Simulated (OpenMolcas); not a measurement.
O I: effect of the active space

| Property | Result |
| --- | --- |
| Program | OpenMolcas 26.06 |
| Method | SS-CASPT2 or its RAS form, IPEA 0.25 Eh, imaginary shift 0.1 Eh |
| Basis | ANO-RCC-VQZP |
| Scalar Hamiltonian | DKH2, point nucleus |
| Spin-orbit coupling | state interaction with AMFI integrals over the reference wave functions, term energies averaged over their components |

A. 4 electrons in 3 orbitals (2p); 2S+1 = 3 even, 3 roots; 2S+1 = 1 even, 6 roots; closed shells correlated: 1s 2s; CASPT2 step roughly 1.1 core-seconds
B. 6 electrons in 4 orbitals (2s 2p); 2S+1 = 3 even, 3 roots; 2S+1 = 1 even, 6 roots; closed shells correlated: 1s; CASPT2 step of the order of 1.2 core-seconds
C. 6 electrons in 8 orbitals (2s 2p 3s 3p); 2S+1 = 3 even, 3 roots; 2S+1 = 1 even, 6 roots; closed shells correlated: 1s; CASPT2 step about 5 core-seconds
D. 4 electrons in 9 orbitals (RAS2 2p; RAS3 3s 3d, at most 1 electron); 2S+1 = 3 even, 3 roots; 2S+1 = 1 even, 6 roots; 2S+1 = 5 odd, 1 root; 2S+1 = 3 odd, 1 root; 2S+1 = 1 odd, 5 roots (0 in the spin-orbit step); closed shells correlated: 1s 2s; CASPT2 step about 5 core-seconds
E. 6 electrons in 9 orbitals (RAS2 2s 2p; RAS3 3d, at most 2 electrons); 2S+1 = 3 even, 3 roots; 2S+1 = 1 even, 6 roots; closed shells correlated: 1s; CASPT2 step of the order of 7 core-seconds

Energies in cm-1 above 2s2 2p4 3P2, the measured ground level; measured values from NIST Handbook of Basic Atomic Spectroscopic Data.

```
      Level      A      B      C      D      E  Measured
2s2 2p4 3P2    0.0    0.0    0.0    0.0    0.0       0.0
2s2 2p4 3P1    150    150    142    150    149       158
2s2 2p4 3P0    224    224    212    224    222       227
2s2 2p4 1D2  15450  15510  16090  15490  15670     15868
2s2 2p4 1S0  35090  32820  33570  38110  33490     33793
```

Deviations, from unrounded energies. A percentage is the sum of absolute deviations over the sum of measured energies, with the sign that they share, or ± where signs differ.

```csv
Against measurement,Levels,A,B,C,D,E
mean absolute deviation (cm-1),4,430,330,120,1200,130
fine structure of the ground term (%),2,-2.8,-2.8,-8.1,-2.8,-3.6
other terms of the ground configuration (%),2,±3.5,-2.7,±0.9,±9.5,-1.0
```

C, E lie about equally close to measurement and D furthest from it. The largest miss of C in the table is 2s2 2p4 1S0, by -230 cm-1. The ranking rests on the paired levels alone, and a cruder setting can come out closer through cancelling errors.

The two smallest mean deviations differ by little beside CASPT2's spread within terms, so their order carries little weight.

Among A to E the level of the table that moves most is 2s2 2p4 1S0, by 5300 cm-1 (lowest in B, highest in D). Moves below CASPT2's spread within the term are not significant.

CASPT2 does not keep the components of a term degenerate, so their means are used; among the terms shown or strongly mixed into the levels shown the widest spread is 120 cm-1 (2s2 2p4 1D, B). With the s shell closed, the reference lacks s² → p² mixing (holds for A; D). Active for correlation alone: 3p 3s; no level in the range computed is led by a configuration that fills them, so any true level of that kind is missing (holds for C). Active for correlation alone: 3d; no level in the range computed is led by a configuration that fills it, so any true level of that kind is missing (holds for E). Measured partners are found by configuration, term and J. A level has none where our copy of the source lacks it or the pairing is in doubt (some pairs that miss far off the trend of their configuration count as doubtful), and it then counts in no deviation. Only configurations of the active space appear. Levels that lie high or do not pair safely by name in every column are left out.
